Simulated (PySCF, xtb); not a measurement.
C4H12Si2, SMILES CC[SiH2]/C=C/[SiH3].

GFN2-xTB (xtb 6.7.1) at its own geometry gives an orbital gap of 3.55 eV and a dipole moment of 0.32 D.

Coordinates come from a B3LYP-D3(BJ)/def2-SVP optimisation. The structure was generated by enumeration; whether it is a known compound was not checked. One conformer was computed; it need not be the lowest.

What does B3LYP/def2-TZVP (PySCF) give? (An estimate is asked for; the answer gives what the named calculation found.)

gap 6.45 eV (levels -7.56 and -1.12 eV), dipole 0.91 D.
